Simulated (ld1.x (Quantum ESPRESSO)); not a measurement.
Which setting gave this result? (Ti (Z = 22), TM)

Base potential:

titanium (Ti), norm-conserving Troullier–Martins (Kleinman–Bylander form), made with ld1.x (Quantum ESPRESSO) 7.5 (LDA (PZ), scalar-relativistic). Core [Ne], reference 3s2 3p6 3d1 4s0 4p0 (charge +3). Waves: 3s (bound): rc 1.60 bohr; 3p (bound): rc 1.65 bohr; 3d (bound): rc 2.20 bohr. Local part: the d channel. Core correction: none.

Cutoffs, loose and tight: the cutoffs (Ry, on a coarse ladder) from which the occupation-weighted sum of valence levels, in a spherical-Bessel basis at the reference potential, stays within 10 and 1 mRy of its value at 400 Ry. They do not see the model core or the augmentation charge, which bear on the density cutoff. Test errors are all-electron minus pseudo excitation energies from the reference, over the configurations 3s2 3p6 3d2 4s2 4p0; 3s2 3p6 3d2 4s1 4p0; 3s2 3p6 3d2 4s0 4p0; 3s2 3p6 3d2 4s1.5 4p0; 3s2 3p5 3d2 4s2 4p0; 3s2 3p6 3d3 4s0 4p0; 3s2 3p6 3d2 4s0 4p2 (two spin-polarised tests are not counted in the largest error); variants that change the core or the reference have their own tests.

Only the scale of all radii (base = 1) is moved:

```csv
scale of all radii (base = 1),"cutoff, loose","cutoff, tight",bound ghosts,largest test error (meV),median size of the test errors
0.74,100 Ry,160 Ry,none,+141,14.0 meV
0.83,70 Ry,100 Ry,none,+293,33.9 meV
0.94,50 Ry,80 Ry,none,+875,89.6 meV
1.1,45 Ry,70 Ry,none,+2529,528.0 meV
1.23,40 Ry,70 Ry,none,+4423,1125.6 meV
1.27,35 Ry,70 Ry,none,+5233,1398.7 meV
1.35,35 Ry,60 Ry,none,+6232,1796.6 meV
```

Question: One more run gave cutoff, loose: 45 Ry; cutoff, tight: 80 Ry; bound ghosts: none; largest test error (meV): +1847; median size of the test errors: 330.2 meV. Which value of the scale of all radii (base = 1) was used?

Answer: 1.05. The median size of the test errors moves one way along this sweep, from 14.0 meV at 0.74 to 1796.6 meV at 1.35, which places the run between 0.94 and 1.1.
